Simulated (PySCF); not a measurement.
ethylene glycol (C2H6O2), singlet, at a GFN2-xTB geometry, with bond 9-3 at 1.25 times its length; B3LYP/STO-3G in PySCF.

PySCF was given this input:
```python
from pyscf import gto, scf, dft

mol = gto.Mole()
mol.atom = '''
    O     1.38862697   -0.50655432    0.02194566
    C     0.63163470    0.66843375   -0.19835464
    C    -0.80964679    0.23574802   -0.47099206
    O    -1.37630039   -0.40343259    0.64080028
    H     2.30215418   -0.26736004    0.20373679
    H     0.65745438    1.31370296    0.68995200
    H     1.01699273    1.22851647   -1.06037086
    H    -1.42832720    1.11028504   -0.68117583
    H    -0.81791204   -0.59726917   -1.56356942
    H    -0.76255508   -1.09967399    0.90702455
'''
mol.basis = 'sto-3g'
mol.verbose = 4
mol.build()

mf = dft.RKS(mol)
mf.xc = 'b3lyp'
mf.kernel()
mo_i, mo_e, stable_i, stable_e = mf.stability(internal=True, external=True, return_status=True, nroots=6, tol=1e-6)
print('internally stable:', stable_i, ' externally stable:', stable_e)
if not stable_e:
    umf = mf.to_uhf() if not hasattr(mf, 'xc') else mf.to_uks()
    umf.scf_summary = {}
    umf.kernel(umf.make_rdm1(mo_e, umf.mo_occ))
```

Question: Write the output that PySCF gives for this input, abridged.

Answer: 
```
PySCF version 2.14.0

[INPUT] verbose = 4
[INPUT] num. atoms = 10
[INPUT] num. electrons = 34
[INPUT] charge = 0
[INPUT] spin (= nelec alpha-beta = 2S) = 0
[INPUT] symmetry False subgroup None
[INPUT] Mole.unit = angstrom
[INPUT] Symbol           X                Y                Z      unit          X                Y                Z       unit  Magmom
[INPUT]  1 O      1.388626970000  -0.506554320000   0.021945660000 AA    2.624124662485  -0.957248932015   0.041471287023 Bohr   0.0
[INPUT]  2 C      0.631634700000   0.668433750000  -0.198354640000 AA    1.193616593772   1.263156719916  -0.374835945137 Bohr   0.0
[INPUT]  3 C     -0.809646790000   0.235748020000  -0.470992060000 AA   -1.530010690733   0.445499192208  -0.890046000245 Bohr   0.0
[INPUT]  4 O     -1.376300390000  -0.403432590000   0.640800280000 AA   -2.600830802232  -0.762377104824   1.210937029745 Bohr   0.0
[INPUT]  5 H      2.302154180000  -0.267360040000   0.203736790000 AA    4.350440896723  -0.505237252253   0.385006734598 Bohr   0.0
[INPUT]  6 H      0.657454380000   1.313702960000   0.689952000000 AA    1.242408717596   2.482538803430   1.303820319096 Bohr   0.0
[INPUT]  7 H      1.016992730000   1.228516470000  -1.060370860000 AA    1.921837730374   2.321559667817  -2.003810515870 Bohr   0.0
[INPUT]  8 H     -1.428327200000   1.110285040000  -0.681175830000 AA   -2.699147224267   2.098134645802  -1.287235761373 Bohr   0.0
[INPUT]  9 H     -0.817912040000  -0.597269170000  -1.563569420000 AA   -1.545629749584  -1.128675153946  -2.954717980545 Bohr   0.0
[INPUT] 10 H     -0.762555080000  -1.099673990000   0.907024550000 AA   -1.441020256096  -2.078082667408   1.714027987757 Bohr   0.0

nuclear repulsion = 132.320999723924
number of shells = 18
number of NR pGTOs = 78
number of NR cGTOs = 26
basis = sto-3g
ecp = {}

******** <class 'pyscf.dft.rks.RKS'> ********
method = RKS
initial guess = minao
damping factor = 0
level_shift factor = 0
DIIS = <class 'pyscf.scf.diis.CDIIS'>
diis_start_cycle = 1
diis_space = 8
diis_damp = 0
SCF conv_tol = 1e-09
SCF conv_tol_grad = None
SCF max_cycles = 50
direct_scf = True
direct_scf_tol = 1e-13
XC library pyscf.dft.libxc version 7.1.2
    S. Lehtola, C. Steigemann, M. J. T. Oliveira, and M. A. L. Marques,  SoftwareX 7, 1–5 (2018)
XC functionals = b3lyp
    P. J. Stephens, F. J. Devlin, C. F. Chabalowski, and M. J. Frisch,  J. Phys. Chem. 98, 11623 (1994)
radial grids:
    Treutler-Ahlrichs [JCP 102, 346 (1995); DOI:10.1063/1.469408] (M4) radial grids

becke partition: Becke, JCP 88, 2547 (1988); DOI:10.1063/1.454033
pruning grids: <function nwchem_prune>
grids dens level: 3
symmetrized grids: False
atomic radii adjust function: <function treutler_atomic_radii_adjust>
small_rho_cutoff = 0
Set gradient conv threshold to 3.16228e-05
Initial guess from minao.
tot grids = 115248
init E= -227.49644359522
cycle= 1 E= -227.006484941632  delta_E= 0.49  |g|= 0.602  |ddm|= 3.72
cycle= 2 E= -226.997710935869  delta_E= 0.00877  |g|= 0.667  |ddm|= 1.73
cycle= 3 E= -227.130734243982  delta_E= -0.133  |g|= 0.0492  |ddm|= 0.927
cycle= 4 E= -227.13145088641  delta_E= -0.000717  |g|= 0.0184  |ddm|= 0.0946
cycle= 5 E= -227.131557150942  delta_E= -0.000106  |g|= 0.00336  |ddm|= 0.0269
cycle= 6 E= -227.131560787562  delta_E= -3.64e-06  |g|= 0.000852  |ddm|= 0.00553
cycle= 7 E= -227.131561021074  delta_E= -2.34e-07  |g|= 6.38e-05  |ddm|= 0.00128
cycle= 8 E= -227.131561022764  delta_E= -1.69e-09  |g|= 1.43e-05  |ddm|= 0.000127
cycle= 9 E= -227.131561022833  delta_E= -6.94e-11  |g|= 5.34e-06  |ddm|= 2.9e-05
Extra cycle  E= -227.131561022834  delta_E= -1.08e-12  |g|= 5.22e-06  |ddm|= 1.68e-05
converged SCF energy = -227.131561022834
rhf_internal: lowest eigs of H = [1.43799791 1.51059258 1.59711362 1.67148423 1.74407365 1.80779668]
<class 'pyscf.dft.rks.RKS'> wavefunction is stable in the internal stability analysis
rhf_real2complex: lowest eigs of H = [0.33326468 0.34532027 0.36757649 0.37404925 0.40790112 0.42956338]
<class 'pyscf.dft.rks.RKS'> wavefunction is stable in the real -> complex stability analysis
rhf_external: lowest eigs of H = [0.22959438 0.30474591 0.324198   0.3584997  0.36522027 0.36816294]
<class 'pyscf.dft.rks.RKS'> wavefunction is stable in the RHF/RKS -> UHF/UKS stability analysis
internally stable: True  externally stable: True
```
